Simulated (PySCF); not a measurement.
NMR data sheet: C₄H₁₂AlF₂NO

* Formula: C4H12AlF2NO
* SMILES: C[N+](C)([AlH3-])COC(F)F
* Point group of the computed structure: C1
* Carbon signals: 3
* Proton signals: 4

Atom-mapped SMILES (the numbers label the heavy atoms): `[CH3:1][N+:2]([CH3:3])([AlH3-:4])[CH2:5][O:6][CH:7]([F:8])[F:9]`. Each H is labelled by its parent atom.

Non-relativistic, no solvent model, one averaged value for each set of equivalent atoms, one conformer. Coordinates at the PBE0-D3(BJ)/def2-SVP level; B3LYP/pcSseg-1 with gauge-including orbitals; PySCF 2.14.0 with density-fitted response routines.

Referencing at the same level of theory: $^{1}$H (σ = 31.38 ppm), $^{13}$C (σ = 179.24 ppm) vs TMS; CFCl3 for $^{19}$F (σ = 171.94 ppm); $^{15}$N (σ = 263.54 ppm) vs NH3; H2O for $^{17}$O (σ = 334.04 ppm); AlH4- for $^{27}$Al (σ = 484.83 ppm).

| carbon | δC, type | δH (multiplicity) | HMBC from (2–3 bonds) | span of the C tensor (ppm) |
| --- | --- | --- | --- | --- |
| C1/C3 | 42.5, CH3 | 2.66 (s) | H(C5), H(Al4), H(C1)/H(C3) | 72 |
| C5 | 84.0, CH2 | 4.42 (s) | H(C7), H(Al4), H(C1)/H(C3) | 43 |
| C7 | 121.7, CH | 5.96 (m) | H(C5) | 33 |

Other nuclei:
```tsv
atoms	nucleus	environment	δ (ppm)	σ (ppm)
H(Al4)	$^{1}$H	hydrogen on an aluminium bonded to N	3.83	27.55
F8/F9	$^{19}$F	fluorine of a CF2 group	-98.0	269.9
N2	$^{15}$N	donor nitrogen of a Lewis adduct	61.1	202.4
O6	$^{17}$O	ether oxygen	118.8	215.2
Al4	$^{27}$Al	aluminium bonded to N, 3 H	82.2	402.6
```

1. δC 121.7: sp3 CH bonded to 2 F and O; 3 electronegative neighbours deshield it.
2. δC 84.0: sp3 CH2 bonded to N and O; 2 electronegative neighbours deshield it.
3. δC 42.5: methyl carbon bonded to N; deshielded by the electronegative neighbour.
4. δH 5.96: hydrogen on an sp3 CH bonded to 2 F and O; its carbon carries F and O, hence the downfield position.
5. δH 2.66: hydrogen on a methyl carbon bonded to N; its carbon carries N, an electronegative neighbour.

Hydrides on Al or Ga are broadened by the quadrupolar metal nucleus. Splittings by $^{19}$F in the carbon and heteronuclear signals aren't shown, as no couplings were computed. Shifts are as computed. Against solution values, carbons near 30 ppm lie about +2 ppm off and those near 130 ppm about +6 ppm. Of 1309 compounds with measured shifts, 239 miss one by over three times the rms of a fit or turn the order of signals round; such compounds aren't used in these exercises. Unscaled 19F shifts against computed CFCl3 carry errors that often reach 10 to 50 ppm. Experimental scales use liquid or dissolved standards, which lie at an offset from isolated NH3 (liquid NH3: subtract about 20 ppm) and H2O (liquid H2O: subtract about 36 ppm). No couplings were computed; multiplicities are counted from neighbouring protons, with m where these are inequivalent, close in shift, in a saturated or five-membered ring or joined by F or P, and br s for small geminal =CH2 splittings.
